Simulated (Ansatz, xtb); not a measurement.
# Isomers of AsH6PSi in order of energy

3 gas-phase structures of AsH6PSi, found in a search over its isomers (lower ones may exist). Each was relaxed with GFN2-xTB; where two conformers were screened, the lower at r2SCAN-D4/def2-SVP is listed:

A. `[SiH3]P[AsH2]`, a singlet
B. `P[SiH2][AsH2]`, a singlet
C. `[SiH3][AsH]P`, a singlet

Make a reasoned guess at their ranking by r2SCAN-D4/def2-SVP single-point energy.

Calculated order at r2SCAN-D4/def2-SVP: B (0.000), C (0.096), A (0.175) eV.

Energies above the lowest of each column, in eV; the last columns are at PBE0-D3(BJ)/def2-SVP geometries:

```
structure  GFN2-xTB  HF/STO-3G  r2SCAN-D4/def2-SVP  PBE0-D3(BJ)/def2-SVP  CCSD(T)/def2-TZVP
        B     0.567      0.060               0.000                 0.000              0.000
        C     0.000      0.000               0.096                 0.100              0.042
        A     0.056      0.249               0.175                 0.159              0.116
```

CCSD(T)/def2-TZVP has B and C within 1 kcal/mol of each other at the bottom, and every level picks one of them. Flexible structures stand in one conformer each, not always the lowest.

Programs: Ansatz 0.2.0, xtb 6.7.1.
